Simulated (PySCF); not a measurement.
A structure optimised at PBE-D3(BJ)/def2-SVP, used in a PySCF frequency run:

```xyz
8

Si    -1.0412     0.1970     0.2073
O     -1.7927    -0.6678    -1.0105
O     -1.2440    -0.3867     1.7624
Se     1.2074     0.1841    -0.3210
H     -1.6919     1.5332     0.2079
H     -1.3714    -1.5125    -1.2489
H     -0.7132    -1.1747     1.9774
H      1.5947     0.5723     1.0593
```

Write its SMILES and formula.

O[SiH](O)[SeH], H₄O₂SeSi

What are its rotational constants (standard atomic weights)?

6.0004, 1.9641, 1.5923 GHz
